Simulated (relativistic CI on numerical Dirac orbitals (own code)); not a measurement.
## Hyperfine structure of Eu LXI, mass number 151

Method of calculation: Dirac-Coulomb-Breit CI, orbitals from a KLI potential per configuration, QED by a radiative potential, unscaled Slater integrals (own radial code, finite nucleus).

Configurations in the expansion (outside the closed core 1s2): 2s, 2p, 3s, 3p, 3d, 4s, 4p, 4d, 4f, 5s, 5p, 5d, 5f, 5g. Levels of other configurations are missing.

Nuclear spin I = 5/2, μ = 3.4635 μN, Q = 0.903 b (tables of Stone and Pyykkö). The electronic factors are computed for point nuclear moments, without core polarisation or the Bohr-Weisskopf and QED corrections.

```
     Level   E (eV)  A (GHz)  B (GHz)
 2s 2S_1/2     0.00    16840         
2p 2P°_1/2   150.07     5425         
2p 2P°_3/2   881.77    725.6      921
 3s 2S_1/2  7746.23     4999         
3p 2P°_1/2  7787.25     1660         
3p 2P°_3/2  8005.02      223      288
 3d 2D_3/2  8016.51      129     56.3
 3d 2D_5/2  8080.75    52.19       71
```

Levels with J = 0, under 50 % of one LS term, or S terms without an open s electron are left out. Small factors come from cancelling terms and can be off by tens of per cent or more.

At this charge energies of transitions that change n are usually good to better than 1 %, and those within a shell (Δn = 0) to a few per cent.

Give the hyperfine levels of 2s 2S_1/2 relative to its centre of gravity.

With K = F(F + 1) − I(I + 1) − J(J + 1), E = AK/2: F = 2: -29470, F = 3: 21050 GHz.
